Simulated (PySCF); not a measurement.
Compound: C3H8SeSi.
SMILES: `C=CC[Se][SiH3]`

Computed with PySCF at CAM-B3LYP/def2-SVPD, non-relativistic, on one gas-phase PBE0-D3(BJ)/def2-SVP geometry that isn't relaxed in the solvent. The solvent is an IEF-PCM continuum (van der Waals radii × 1.2), and excitations are vertical TDDFT with non-equilibrium linear response and a frozen core. Only the electrostatic response of the medium enters. Spin–orbit coupling is left out although an atom past zinc is present.

Gas-phase singlets (H = HOMO, L = LUMO):

```json
{"state": "S1", "E (eV)": "4.759", "λ (nm)": "261", "f": "0.002", "leading configuration": "H→L 85%"}
{"state": "S2", "E (eV)": "5.420", "λ (nm)": "229", "f": "0.034", "leading configuration": "H→L+1 89%"}
{"state": "S3", "E (eV)": "6.342", "λ (nm)": "196", "f": "0.009", "leading configuration": "H→L+2 83%"}
{"state": "S4", "E (eV)": "6.514", "λ (nm)": "190", "f": "0.290", "leading configuration": "H-1→L 74%"}
{"state": "S5", "E (eV)": "6.598", "λ (nm)": "188", "f": "0.023", "leading configuration": "H→L+3 86%"}
```

Q: Give the list for chloroform (ε = 4.711), n² = 2.09.

A: 
```json
{"state": "S1", "E (eV)": "4.840", "λ (nm)": "256", "f": "0.004", "leading configuration": "H→L 84%", "change by rank (eV)": "+0.081"}
{"state": "S2", "E (eV)": "5.486", "λ (nm)": "226", "f": "0.055", "leading configuration": "H→L+1 88%", "change by rank (eV)": "+0.066"}
{"state": "S3", "E (eV)": "6.408", "λ (nm)": "193", "f": "0.427", "leading configuration": "H-1→L 82%", "change by rank (eV)": "+0.066"}
{"state": "S4", "E (eV)": "6.433", "λ (nm)": "193", "f": "0.115", "leading configuration": "H→L+2 77%", "change by rank (eV)": "-0.081"}
{"state": "S5", "E (eV)": "6.676", "λ (nm)": "186", "f": "0.016", "leading configuration": "H→L+3 74%", "change by rank (eV)": "+0.078"}
```

Q: The ground-state energy changes by -0.091 eV from gas to chloroform. By how much does the total energy of gas-phase S1 change?

A: E(S1) = E(S0) + excitation energy, so it changes by -0.091 + 0.081 = -0.010 eV: it is lowered less than the ground state, which is what a blue shift means. This is the vertical state, with the slow part of the continuum still set for S0.

Q: How do the frontier levels move from gas to chloroform?

A: 
| orbital | gas (eV) | solvent (eV) | change (eV) |
| --- | --- | --- | --- |
| LUMO+2 | 1.18 | 1.31 | +0.13 |
| LUMO+1 | 0.71 | 0.76 | +0.05 |
| LUMO | 0.39 | 0.46 | +0.07 |
| HOMO | -7.87 | -7.90 | -0.03 |
| HOMO-1 | -8.91 | -8.83 | +0.08 |
| HOMO-2 | -9.95 | -9.90 | +0.05 |
| HOMO-3 | -11.06 | -10.94 | +0.12 |

The HOMO–LUMO gap goes from 8.26 to 8.36 eV.

The values belong to the conformer `[CH2:1]=[CH:2][CH2:3][Se:4][SiH3:5]`: C1–C2–C3–Se4 111°, C2–C3–Se4–Si5 79°.
